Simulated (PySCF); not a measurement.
Species: Ge₂H₁₀OSi₂.
Structure used (PBE0-D3(BJ)/def2-SVP), in Å, numbered top down from 1:
```
atom  x, y, z in Å
Si1   -2.353    0.710   -0.297
O2    -1.813   -0.706    0.374
Si3   -0.528   -1.721    0.652
Ge4    1.404   -0.899   -0.482
Ge5    1.967    1.315    0.330
H6    -2.333    1.799    0.722
H7    -1.475    1.099   -1.444
H8    -3.746    0.507   -0.785
H9    -0.247   -1.768    2.119
H10   -0.887   -3.094    0.189
H11    1.154   -0.831   -2.003
H12    2.602   -1.842   -0.249
H13    3.116    1.941   -0.482
H14    0.736    2.238    0.230
H15    2.389    1.237    1.810
```

The computed photoelectron lines, unassigned: O 1s: 537.80 eV; Si 1s: 1847.09 (area 1), 1847.51 (area 1) eV; Si 2p3/2: 107.21 (area 1), 107.57 (area 1) eV.

Computed with PySCF 2.14.0, delta-SCF UKS SCAN, pcX-2 on the ionised atom, pcseg-1 elsewhere, spin-free X2C. The structure is a single PBE0-D3(BJ)/def2-SVP conformer in the gas phase; no vibrational or solvent corrections.

Q: Order the silicon atoms by Si 1s binding energy.

A: 1847.09 eV: Si3 (oxygen-bound silicon); 1847.51 eV: Si1 (oxygen-bound silicon). The listed Si 1s values span 0.42 eV, from Si3 (bonded to O, 2 H and Ge) to Si1 (bonded to O and 3 H). Summing the Pauling electronegativity differences to the bonded atoms, each weighted by its formal bond order, gives +2.25 for the lowest site and +2.44 for the highest.

Q: Order the silicon atoms by Si 2p3/2 binding energy.

A: 107.21 eV: Si3 (oxygen-bound silicon); 107.57 eV: Si1 (oxygen-bound silicon). The listed Si 2p3/2 values span 0.36 eV, from Si3 (bonded to O, 2 H and Ge) to Si1 (bonded to O and 3 H).

Bonded neighbours of each site: Si1: O and 3 H; O2: 2 Si; Si3: O, 2 H and Ge.

Q: Which photon energy gives electrons from Si 2p3/2 of Si3 a kinetic energy of 50 eV, and what is their de Broglie wavelength?

A: hν = 107.21 + 50 = 157.21 eV, recoil neglected; λ = 12.264 Å/√(E/eV) = 1.73 Å.

The 2p values aren't plain energy differences: one relaxed spin-free 2p hole is combined with a matrix within the shell (ground-state 2p orbital-energy differences and spin–orbit coupling). 2p3/2, the mean of its two sublevels, lies a third of the splitting below the shell's mean and 2p1/2 two thirds above it; the statistical areas are 2:1. 2p1/2 minus 2p3/2 (ligand field included): Si 0.63 eV. No level of germanium is listed.
